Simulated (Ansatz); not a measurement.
Start from `N[B]([SiH3])[SbH2]` and change one atom or group to get `COB(N)[SiH3]`.

Ansatz, PBE0-D4/def2-TZVP geometries, multiplicity 1. Each molecule was computed in one conformer, which needn't be the lowest.

Elements past krypton have def2 core potentials.

```csv
property,`N[B]([SiH3])[SbH2]`
size of the dipole moment (B3LYP/def2-TZVPP) / D,2.58
size of the dipole moment (ωB97M-V/def2-TZVPP) / D,2.63
HOMO energy (PBE/def2-TZVPP) / eV,-5.68
HOMO energy (ωB97M-V/def2-TZVPP) / eV,-8.67
size of the dipole moment (PBE/def2-TZVPP) / D,2.63
HOMO–LUMO gap (B3LYP/def2-TZVPP) / eV,5.39
```

Problem. Give the same properties after the change, and the shifts. (An estimate is asked.)

Solution. Computed: 
```csv
property,`COB(N)[SiH3]`,shift
size of the dipole moment (B3LYP/def2-TZVPP) / D,0.98,-1.60
size of the dipole moment (ωB97M-V/def2-TZVPP) / D,0.98,-1.65
HOMO energy (PBE/def2-TZVPP) / eV,-6.25,-0.57
HOMO energy (ωB97M-V/def2-TZVPP) / eV,-10.02,-1.35
size of the dipole moment (PBE/def2-TZVPP) / D,1.13,-1.50
HOMO–LUMO gap (B3LYP/def2-TZVPP) / eV,7.42,2.03
```

With PBE0 the HOMO falls by 1.01 eV and the LUMO rises by 1.11 eV, so the gap widens by about 2.12 eV. PBE moves the HOMO by -0.57 eV and ωB97M-V by -1.35 eV. Dipoles are sizes alone; their direction can turn.

B3LYP here is the variant with VWN-RPA as its local correlation; programs differ in this.

Spin–orbit coupling is left out; it splits and shifts lone-pair levels of the heavy atoms by tenths of an eV.
